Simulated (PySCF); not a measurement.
**Ionisation energy of Fe¹³⁺ by level of theory**

Fe¹³⁺ [Ne] 3s2 3p1 (2P) → Fe¹⁴⁺ [Ne] 3s2 (1S), as a difference of total energies. Computed with PySCF 2.14 in an uncontracted even-tempered set (19 s from 0.69 bohr⁻², ratio 2.5; 12 p from 0.9 bohr⁻², ratio 2.5; 5 d from 5 bohr⁻², ratio 2.7; 4 f from 7.5 bohr⁻², ratio 2.7), with the spin-free X2C one-electron Hamiltonian (Gaussian nucleus). Correlated levels: outer shells: 1s2 frozen; virtual orbitals above 40 to 60 times the deepest correlated orbital energy dropped. The calculations carry no spin-orbit coupling.

```tsv
method	ionisation energy (eV)
UHF	389.59
MP2 (outer shells)	390.13
SCS-MP2 (outer shells)	390.05
CCSD (outer shells)	390.18
CCSD(T) (outer shells)	390.19
```

How much does correlation contribute at CCSD(T) (outer shells)?

390.19 − (389.59) = 0.60 eV, measured against UHF.

A first-order spin-orbit estimate (lowest level to lowest level, LS coupling) adds 1.496 eV.

For comparison: 392.2 ± 0.7 eV (semi-empirical (NIST evaluation); NIST Atomic Spectra Database, ionization energies).
